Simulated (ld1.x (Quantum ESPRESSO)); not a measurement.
**What one change does to a pseudopotential (manganese, TM)**

manganese (Mn), norm-conserving Troullier–Martins (Kleinman–Bylander form), made with ld1.x (Quantum ESPRESSO) 7.5 (LDA (PZ), scalar-relativistic). Core [Ne] 3s2, reference 3p6 3d5 4s1.75 4p0.25. Waves: 4s (bound): rc 2.05 bohr; 3p (bound): rc 1.40 bohr; 3d (bound): rc 1.30 bohr. Local part: the d channel. Core correction: none.

Occupied shells without a wave of their own: 4p. They enter only through the test configuration that unscreens the potential.

Change: local potential the s channel.

Cutoffs: the cutoffs (Ry, on a coarse ladder) from which the occupation-weighted sum of valence levels, in a spherical-Bessel basis at the reference potential, stays within 10 and 1 mRy of its value at 400 Ry; they do not see the model core or the augmentation charge, which bear on the density cutoff. Errors are all-electron minus pseudo energies relative to the spin-unpolarised reference configuration.

Question: Predict the effect on cutoff, ghosts and configuration errors.

Answer: The potential gets neither clearly harder nor softer (140 Ry and 160 Ry → 140 Ry and 180 Ry); the bound ghost in s disappears; the miss of the reference levels goes from 0.03 to 0.53 eV; of the 9 tests that both files solve, the error grows in 7 and shrinks in 0 by more than 15 % and 0.3 meV (median size 13.5 → 266.7 meV); the range in which the s phases agree widens (upper end 0.6 → 2.5); the range in which the p phases agree narrows (upper end 0.6 → -1.4). In the separable form a ghost depends on how the local part lies against the semilocal potential of the channel, so the choice of the local part can create or remove one.

| quantity | base | changed |
| --- | --- | --- |
| cutoff, loose | 140 Ry | 140 Ry |
| cutoff, tight | 160 Ry | 180 Ry |
| bound ghosts | s | none |
| largest miss of a reference level, eV | 0.03 | 0.53 |
| error for 3p6 3d5 4s2 4p0, meV [ΔE -0.96 eV] | +7.3 | +125 |
| error for 3p6 3d5 4s1 4p0, meV [ΔE 7.69 eV] | +13 | +267 |
| error for 3p6 3d5 4s0 4p0, meV [ΔE 23.57 eV] | +1.3 | +410 |
| error for 3p6 3d4 4s2 4p0, meV [ΔE 12.49 eV] | +12 | +115 |
| error for 3p6 3d5 4s0 4p2, meV [ΔE 7.12 eV] | -88 | -1363 |
| error for 3p6 3d6 4s1 4p0, meV [ΔE -1.36 eV] | -32 | -83 |
| error for 3p6 3d5.5 4s1.5 4p0, meV [ΔE -1.46 eV] | -2.1 | +55 |
| error for 3p6 3d5 4s1.75 4p0.25 (spin-polarised), meV [ΔE -5.29 eV] | +1217 | +1163 |
| error for 3p6 3d5 4s2 4p0 (spin-polarised), meV [ΔE -6.01 eV] | +1224 | +1307 |
| s: phases at 2.25 bohr within 0.05 rad from the reference energy up to (Ry; the scan ends near 5) | 0.6 | 2.5 |
| p: phases at 2.25 bohr within 0.05 rad from the reference energy up to (Ry; the scan ends near 5) | 0.6 | -1.4 |
| d: phases at 2.25 bohr within 0.05 rad from the reference energy up to (Ry; the scan ends near 5) | 1.8 | 0.4 |

Base: The 4p level has no wave, so the channel is fitted at the deeper level alone: the likely source of the large errors. Changed file: The 4p level has no wave, so the channel is fitted at the deeper level alone: the likely source of the large errors. A true bound ghost makes a file unfit for plane-wave use even where its test errors are small: the radial tests pick states by their node count and pass the ghost by.
